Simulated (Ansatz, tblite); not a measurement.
Removing and adding an electron: TaSi7. The state is a doublet with charge 0. Geometry: PBE-D4/def2-SVP. Ansatz, gas phase; energy differences of separate SCF runs; the oxidised species is a singlet (the triplet lies 0.12 eV higher at PBE0-D4/def2-TZVP); the reduced species is a triplet (the singlet lies 0.34 eV higher at PBE0-D4/def2-TZVP).

| atom | x (Å) | y (Å) | z (Å) |
| --- | --- | --- | --- |
| Ta1 | 1.3982 | -0.3580 | 2.3034 |
| Si2 | 2.0107 | -1.7552 | 0.3583 |
| Si3 | -1.3314 | 0.0110 | -0.7366 |
| Si4 | -1.9702 | 1.2632 | -2.5352 |
| Si5 | -0.3676 | -1.6989 | 0.6282 |
| Si6 | 0.9561 | 0.4568 | 0.0119 |
| Si7 | 0.1967 | 1.6735 | -1.8739 |
| Si8 | -0.8924 | 0.4075 | 1.8439 |

In the def2 sets Ta takes a core potential; there is no spin–orbit coupling. The xTB rows come from tblite. The structure comes from a short search, and lower isomers may exist.

| level | −HOMO (eV) | vertical IE (eV) | −LUMO (eV) | vertical EA (eV) | HOMO–LUMO gap (eV) | IE − EA (eV) | remarks |
| --- | --- | --- | --- | --- | --- | --- | --- |
| GFN1-xTB | – | 10.78 | – | – | – | – | – |
| GFN2-xTB | – | 8.30 | – | 3.78 | – | 4.52 | – |
| PBE-D4/def2-TZVP | 4.49 | 6.46 | 3.77 | 2.06 | 0.71 | 4.40 | restricted singlet, untested (+1 singlet) |
| r2SCAN-D4/def2-TZVP | 4.77 | 6.63 | 3.72 | 2.25 | 1.05 | 4.39 | restricted singlet, untested (+1 singlet) |
| PBE0-D4/def2-TZVP | 5.30 | 6.65 | 3.18 | 2.25 | 2.12 | 4.41 | restricted singlet, untested (+1 singlet) |

   HOMO and LUMO are the levels of the spin that leaves or enters (xTB has no such levels and no spin-polarisation term). Other spin states of the ions may lie lower, which would lower the ionisation energy or raise the affinity. Raw xTB energy differences between charge states are shifted by several eV; the methods need an empirical correction for them. Sets without diffuse functions give affinities that are too small.
